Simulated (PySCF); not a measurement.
# Electron correlation in Ga¹⁴⁺ (gallium, charge +14)

Starting occupation: [Ne] 3s2 3p5, 3p1/2 with m_j = +1/2, 3p3/2 with m_j = -3/2, -1/2, +1/2, +3/2. All numbers are calculated (PySCF 2.14, X2C-1e with screened-nucleus spin-orbit coupling, Gaussian nucleus, in an even-tempered Gaussian basis (19 s from 1.2 bohr⁻², ratio 2.4; 14 p from 1.5 bohr⁻², ratio 2.4; 5 d from 8.1 bohr⁻², ratio 2.6; 4 f from 12 bohr⁻², ratio 2.6)). Frozen: 1s2; 15 electrons correlated; the 56 highest virtual spinors left out.

MP2 pair energies summed by pair of shells (mhartree):

| pair | energy | share (%) |
| --- | --- | --- |
| 2p1/2-2p3/2 | -85.01 | 15.3 |
| 2p3/2-2p3/2 | -80.99 | 14.6 |
| 3p3/2-3p3/2 | -75.51 | 13.6 |
| 2p3/2-3p3/2 | -43.40 | 7.8 |
| 3p3/2-3s1/2 | -38.93 | 7.0 |
| 3p1/2-3p3/2 | -36.77 | 6.6 |
| 2p3/2-2s1/2 | -36.00 | 6.5 |
| 2p1/2-3p3/2 | -24.48 | 4.4 |
| 2p1/2-2p1/2 | -20.78 | 3.7 |
| 2p1/2-2s1/2 | -18.97 | 3.4 |
| 2p3/2-3s1/2 | -14.18 | 2.6 |
| 3p1/2-3s1/2 | -13.93 | 2.5 |
| 2s1/2-3p3/2 | -12.71 | 2.3 |
| 2p3/2-3p1/2 | -11.72 | 2.1 |
| 2s1/2-2s1/2 | -10.25 | 1.8 |
| 3s1/2-3s1/2 | -9.02 | 1.6 |
| 2p1/2-3s1/2 | -7.83 | 1.4 |
| 2p1/2-3p1/2 | -5.42 | 1.0 |
| 2s1/2-3s1/2 | -5.41 | 1.0 |
| 2s1/2-3p1/2 | -3.23 | 0.6 |

Total MP2 correlation energy: -554.56 mhartree.

At this charge the one-electron X2C treatment keeps the bare 1/r₁₂, with no two-electron picture change or Breit term. The effect here is smaller than on the frozen 1s shell.
